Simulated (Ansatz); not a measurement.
Ideal-gas functions of Cl3H3OSiTi, SMILES `[SiH3][O][Ti]([Cl])([Cl])[Cl]` at 800 K and 1 bar, from an Ansatz frequency run at PBE0-D4/def2-TZVP.

Molar mass 201.34 g/mol, point group C3v (symmetry number 3), electronic degeneracy 1, moments of inertia 458.884, 682.2, 682.499 u Å². Harmonic wavenumbers (cm⁻¹, unscaled): 30, 31, 34, 117, 117, 129, 205, 205, 378, 504, 504, 527, 710, 710, 940, 949, 949, 1067, 2247, 2256, 2256.

Use S(trans) = R[1.5 ln M + 2.5 ln T − 1.1517]; rotational temperatures θ = 24.2544 K / I; S(rot) = R[ln(√π/σ · √(T³/θAθBθC)) + 1.5]; for each mode x = 1.438777 ν̃/T, S = R[x/(eˣ − 1) − ln(1 − e⁻ˣ)] and H = RT x/(eˣ − 1); 1 cm⁻¹ = 0.0119627 kJ/mol; R = 8.31446 J/(mol·K).

Problem. By hand: the entropy, in J/(mol·K).

Solution. Translation 195.5. Rotation: θ = 0.0529, 0.0356, 0.0355 K, giving 131.4. Vibration, mode by mode: 32.59, 32.32, 31.55, 21.29, 21.29, 20.48, 16.66, 16.66, 11.68, 9.41, 9.41, 9.06, 6.82, 6.82, 4.87, 4.81, 4.81, 4.06, 0.75, 0.74, 0.74, in all 266.8. Electronic 0.0. Sum 593.7 J/(mol·K).

Problem. By hand: H − E and G − E in kJ/mol, counted from the electronic energy.

Solution. Zero-point energy ½ × 14865 × 0.0119627 = 88.9; thermal vibration 82.8; translation, rotation and pV give 4 RT = 26.6. H − E = 198.3 kJ/mol, and G − E = 198.3 − 800 × 593.7/1000 = -276.7 kJ/mol.

Vibration gives 45 % of the entropy, 159.5 J/(mol·K) of it from the modes under 150 cm⁻¹: soft modes count most, and the harmonic formula is weakest for them. The sum counts one conformer and one mirror image; others add a mixing term.
